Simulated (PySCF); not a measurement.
## Correlation energy of Se(2+) (selenium, charge +2)

[Ar] 3d10 4s2 4p2, high-spin 3P determinant. Calculation: PySCF 2.14, in def2-SVP (5s4p3d, 32 functions); the non-relativistic Hamiltonian (point nucleus). Frozen: [Ar] 3d10; 4 electrons correlated.

MP2 pair energies summed by pair of shells (mhartree):

```tsv
pair	energy	share (%)
4s-4p	-28.10	60.6
4s-4s	-13.50	29.1
4p-4p	-4.75	10.2
```

Total MP2 correlation energy: -46.35 mhartree.

Same-spin part -7.36 and opposite-spin part -38.99 mhartree; SCS-MP2 scales them by 1/3 and 6/5 to -49.24 mhartree.

| level | correlation energy (mhartree) |
| --- | --- |
| CCSD | -63.90 |
| (T) | -0.71 |
| CCSD(T) | -64.61 |

Diagnostics: T1 = 0.0063, D1 = 0.0174, largest double amplitude 0.099.

Cost of the coupled-cluster step: 0.15 s of wall time on 1 thread of Intel(R) Xeon(R) Platinum 8375C CPU @ 2.90GHz (shared host), for 4 correlated electrons.

Iterations:

```
CC2 = 0
CCSD nocc = (np.int64(3), np.int64(1)), nmo = (18, 18)
frozen orbitals [[0, 1, 2, 3, 4, 5, 6, 7, 8, 9, 10, 11, 12, 13], [0, 1, 2, 3, 4, 5, 6, 7, 8, 9, 10, 11, 12, 13]]
max_cycle = 100
direct = 0
conv_tol = 1e-08
conv_tol_normt = 1e-06
diis_space = 8
diis_start_cycle = 0
Init t2, MP2 energy = -0.0463467384578709
Init E_corr(UCCSD) = -0.0463467384584935
cycle = 1  E_corr(UCCSD) = -0.0585528778809934  dE = -0.0122061394  norm(t1,t2) = 0.0442345
cycle = 2  E_corr(UCCSD) = -0.0620331542764487  dE = -0.0034802764  norm(t1,t2) = 0.0159698
cycle = 3  E_corr(UCCSD) = -0.063910882279469  dE = -0.001877728  norm(t1,t2) = 0.00676158
cycle = 4  E_corr(UCCSD) = -0.063893602705283  dE = 1.72795742e-05  norm(t1,t2) = 0.00102419
cycle = 5  E_corr(UCCSD) = -0.0639030038377693  dE = -9.40113249e-06  norm(t1,t2) = 0.000132941
cycle = 6  E_corr(UCCSD) = -0.0639000603016876  dE = 2.94353608e-06  norm(t1,t2) = 1.62097e-05
cycle = 7  E_corr(UCCSD) = -0.0639010587181133  dE = -9.98416426e-07  norm(t1,t2) = 2.73953e-06
cycle = 8  E_corr(UCCSD) = -0.0639008097933097  dE = 2.48924804e-07  norm(t1,t2) = 7.3634e-07
cycle = 9  E_corr(UCCSD) = -0.0639008147382102  dE = -4.94490048e-09  norm(t1,t2) = 7.63276e-08
UCCSD converged
E(UCCSD) = -2398.511579742083  E_corr = -0.06390081473821022
UCCSD(T) correction = -0.000709735710141497
```
